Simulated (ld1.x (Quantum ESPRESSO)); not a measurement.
# Pseudopotential generation for erbium: PAW, LDA (PZ), fully relativistic.

```json
{
  "Element": "Er (Z = 68)",
  "Generator": "ld1.x (Quantum ESPRESSO) 7.5",
  "Type": "PAW",
  "Functional": "LDA (PZ)",
  "Relativity": "fully relativistic",
  "Frozen core": "[Kr] 4d10",
  "Valence charge": "22",
  "Reference configuration": "4f12 5s2 5p6 5d0 6s2 6p0",
  "Partial waves": "5s (bound): rcut 1.60, rcutus 1.90 bohr; 6s (bound): rcut 1.60, rcutus 1.90 bohr; 5p (bound): rcut 2.00, rcutus 2.45 bohr; 6p (bound, empty): rcut 2.00, rcutus 2.45 bohr; 5d (bound, empty): rcut 2.90, rcutus 3.95 bohr; 5d channel at 0.95 Ry: rcut 2.90, rcutus 3.95 bohr; 4f (bound): rcut 1.10, rcutus 1.35 bohr; 4f channel at 0.65 Ry: rcut 1.10, rcutus 1.35 bohr",
  "Local potential": "all-electron potential smoothed inside 1.15 bohr (lloc = -1)",
  "Core correction": "a·sin(br)/r model core inside 0.85 bohr",
  "Augmentation charge": "BESSEL, radius 1.10 bohr"
}
```

Open shells are filled in proportion to 2j + 1 (rel_dist='average').

Poles of the logarithmic derivatives, all-electron (AE) and pseudo (PS). s: poles at 0.2, 3.2 (AE) and 0.2, 3.2 (PS) Ry. p1/2: poles at 0.7, 3.9 (AE) and 0.6, 2.1 (PS) Ry. p3/2: poles at -1.8, 0.9, 4.2 (AE) and -1.8, -1.8, 0.8, 2.0 (PS) Ry. d3/2: poles at 0.1, 2.1 (AE) and 0.1, 2.0, 3.6 (PS) Ry. d5/2: poles at 0.1, 2.2 (AE) and 0.1, 2.0, 3.6 (PS) Ry. f7/2: poles at 1.7, 4.2 (AE) and 1.7, 4.2 (PS) Ry. Test radius 4.31 bohr.

- Configuration tests: test run stopped at test 1 of 7 (negative rho)

The ghost test of this file was not conclusive.
